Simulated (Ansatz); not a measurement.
Total energies of Ba2Se (the lowest singlet isomer of a short search) from Ansatz at PBE-D4/def2-TZVP, gas phase (1 Eh = 27.2114 eV = 2625.5 kJ/mol). The reference geometry is relaxed at PBE-D4/def2-TZVP.

Cartesian coordinates in Å:
```
Ba 0.871 1.890 -0.425
Ba 0.056 -2.040 -0.589
Se -0.926 0.150 1.014
```

```
                 state                     geometry  energy (Eh)
      charge 0 singlet                    reference  -2452.29800
      charge 1 doublet                    reference  -2452.13656
      charge 0 triplet  relaxed at PBE-D4/def2-TZVP  -2452.28914
      charge 0 quintet  relaxed at PBE-D4/def2-TZVP  -2452.18082
free Ba atom (singlet)                            –    -25.46690
free Se atom (triplet)                            –  -2401.12489
```

In the def2 sets Ba takes a core potential; there is no spin–orbit coupling.

**Question.** Work out the vertical ionisation energy to the doublet.

**Answer.** E(charge 1 doublet) − E(charge 0 singlet) = -2452.13656 − (-2452.29800) = 0.16144 Eh = 4.39 eV. For comparison, −ε of the highest occupied level is 2.84 eV at this level, 1.55 eV less.

**Question.** Which of the charge 0 states is lowest, and how far above it are the others?

**Answer.** The singlet. triplet: -2452.28914 − (-2452.29800) = 0.00886 Eh = 23.3 kJ/mol; quintet: -2452.18082 − (-2452.29800) = 0.11718 Eh = 307.7 kJ/mol. The triplet differs in its bonds from the reference.

**Question.** What is the binding energy per atom against free atoms?

**Answer.** Atoms: 2 × (-25.46690) + 1 × (-2401.12489) = -2452.05869 Eh. Binding: -2452.05869 − (-2452.29800) = 0.23931 Eh = 6.51 eV, or 2.17 eV for each of 3 atoms (no zero-point energy, no counterpoise term).

The structure comes from a short search, and lower isomers may exist.
